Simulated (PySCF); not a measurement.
C₂H₄N, SMILES CC#[NH+], charge +1.

Geometry optimised at B3LYP-D3(BJ)/def2-TZVP. The isomer is the one that the SMILES or the coordinates give; other isomers of the formula were not compared.

Two levels are set side by side: PBE/def2-TZVPD (PySCF) and CAM-B3LYP/def2-TZVPD (PySCF). Same geometry, gas phase. Differences are taken from unrounded values.

| quantity | CAM-B3LYP |
|---|---|
| orbital gap (eV) | 13.20 |
| highest occupied level (eV) | -18.75 |
| lowest empty level (eV) | -5.54 |
| mean polarisability (bohr³) | 25.9 |

Problem. What does PBE give, and how far is it from CAM-B3LYP? (The exact figures need the calculation; the answer reports its results.)

Solution. 
| quantity | PBE | PBE minus CAM-B3LYP |
|---|---|---|
| orbital gap (eV) | 7.94 | -5.26 |
| highest occupied level (eV) | -15.87 | 2.88 |
| lowest empty level (eV) | -7.93 | -2.39 |
| mean polarisability (bohr³) | 26.6 | 0.7 |

PBE's occupied levels lie high since its potential decays too fast outside the molecule; exact exchange lowers them and widens the gap. Differences between two approximate levels are no errors against the true value.

Rough cost on one machine, each run with all the roots and properties that it gave: CAM-B3LYP against PBE within a factor of 2.
